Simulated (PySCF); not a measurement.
Predicted microwave data (PBE0/def2-SVPD in PySCF (dipole) on a GFN2-xTB geometry, gas phase) for one isomer of C4H7NO2Si:

| Quantity | Value |
| --- | --- |
| Rotational constants | A = 1716, B = 1521, C = 1388 MHz |
| Dipole components | \|μa\| = 0.61 D, \|μb\| = 3.45 D, \|μc\| = 2.45 D |
| Inertial defect | -262.50 u·Å² |
| κ | -0.18 |

**Question.** Which candidate fits, each taken in the one conformer that was computed?
A. `[CH2:1]=[N:2][C:3](=[CH2:4])[O:5][SiH2:6][CH:7]=[O:8]` with C1–N2–C3–C4 38°, N2–C3–O5–Si6 4°, C3–O5–Si6–C7 -26°, O5–Si6–C7–O8 126°
B. `[CH3:1][O:2][C@:3]([SiH3:4])([C:5]#[N:6])[CH:7]=[O:8]` with C1–O2–C3–Si4 167°, O2–C3–C7–O8 174°

**Answer.** B. It is CO[C@]([SiH3])(C#N)C=O, an asymmetric top, point group C1. The candidates at the same level (rigid rotor, commonest isotopes):

| SMILES | A (MHz) | B (MHz) | C (MHz) | μa (D) | μb (D) | μc (D) | Δ (u·Å²) | point group | rotor |
| --- | --- | --- | --- | --- | --- | --- | --- | --- | --- |
| CO[C@]([SiH3])(C#N)C=O | 1716 | 1521 | 1388 | 0.61 | 3.45 | 2.45 | -262.50 | C1 | asymmetric top |
| C=NC(=C)O[SiH2]C=O | 2478 | 1644 | 1048 | 2.68 | 0.32 | 0.03 | -29.02 | C1 | asymmetric top |

`C=NC(=C)O[SiH2]C=O` has A 44 % too high. No structure here is proved a minimum.
